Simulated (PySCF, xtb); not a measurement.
Cl4HSi2, SMILES Cl[Si](Cl)[SiH](Cl)Cl (connectivity only; charge and spin as stated), charge +1, multiplicity 1.

GFN2-xTB run with xtb at its own geometry gives an orbital gap of 2.84 eV.

Geometry: B3LYP-D3(BJ)/def2-SVP. The spin state was assumed, not searched. The isomer is the one that the SMILES or the coordinates give; other isomers of the formula were not compared. The values are those of a single conformer.

### Question
What does HF/def2-TZVP run with PySCF give? (Estimate from the structure and the level; the computed values follow.)

### Answer
gap 11.37 eV (levels -16.48 and -5.11 eV).
